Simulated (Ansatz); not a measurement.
Consider the formal exchange of groups at a B–C bond: `BCC=N` + `CB(O)CO` → `BCB(C)O` + `N=CCO`.

Program: Ansatz. Geometries: PBE0-D4/def2-TZVP. ΔE: electronic, gas phase. CCSD(T)/CBS adds triple-zeta CCSD(T) − MP2 to the extrapolated MP2 energy (def2 sets, frozen cores). Functionals use def2-TZVPP. B3LYP here is the variant with VWN-RPA as its local correlation; programs differ in this. One conformer a species, not always the lowest.

Q: Is it downhill or uphill in electronic energy at CCSD(T)/CBS, and by how much? (An estimate is asked.)

A: The calculation gave: Downhill: ΔE = -11.1 kcal/mol.

Q: What do these levels give: B3LYP-D4, ωB97X-V, r2SCAN, PBE0, SCS-MP2/def2-TZVPP, CCSD/def2-TZVPP? (An estimate is asked.)

A: Ansatz gave: B3LYP-D4 -10.8, ωB97X-V -10.9, r2SCAN -12.1, PBE0 -11.7, SCS-MP2/def2-TZVPP -10.9, CCSD/def2-TZVPP -10.7 kcal/mol.

Largest T1 diagnostic among the species: 0.012.

In def2-TZVPP, CCSD(T) changes the Hartree–Fock value by −2.3 kcal/mol (the triples alone add −0.5 kcal/mol) and MP2 by −3.1 kcal/mol.
